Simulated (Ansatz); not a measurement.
ReAu₆⁻. Total charge -1; singlet. Geometry B3LYP-D4/def2-SVPD; atoms count from 1.

```xyz
7

Re   -0.256    0.256   -0.260
Au    0.530   -1.230   -2.202
Au    1.417    2.137    0.251
Au   -2.478    1.374   -0.995
Au    2.403   -0.612   -0.033
Au   -2.113   -0.504    1.457
Au    0.498   -1.421    1.782
```

In the def2 sets Au, Re take a core potential; there is no spin–orbit coupling. The restricted singlet is unstable towards broken spin symmetry at other levels; at PBE0-D4/def2-TZVPD this wasn't settled. The structure comes from a short search, and lower isomers may exist.

(1) Estimate the Mulliken populations from the PBE0/def2-TZVPD orbitals of Ansatz.

(2) And the Mayer bond orders between heavy atoms (over 0.3)?

Results:

(1) 
| atom | charge (e) | d electrons |
| --- | --- | --- |
| Re1 | 0.44 | 5.67 |
| Au2 | -0.33 | 9.72 |
| Au3 | -0.33 | 9.72 |
| Au4 | -0.20 | 9.76 |
| Au5 | -0.11 | 9.81 |
| Au6 | -0.33 | 9.77 |
| Au7 | -0.15 | 9.78 |
Mulliken values depend strongly on the basis. With diffuse functions, as here, like atoms can get unlike values, and bond orders can come out too low or too high.

(2) Re1–Au2 0.99 (2.57 Å); Re1–Au3 0.99 (2.57 Å); Re1–Au4 0.89 (2.59 Å); Re1–Au5 0.56 (2.81 Å); Re1–Au6 0.63 (2.64 Å); Re1–Au7 0.53 (2.75 Å); Au2–Au5 0.33 (2.93 Å); Au3–Au5 0.32 (2.93 Å); Au5–Au7 0.43 (2.75 Å); Au6–Au7 0.56 (2.79 Å).
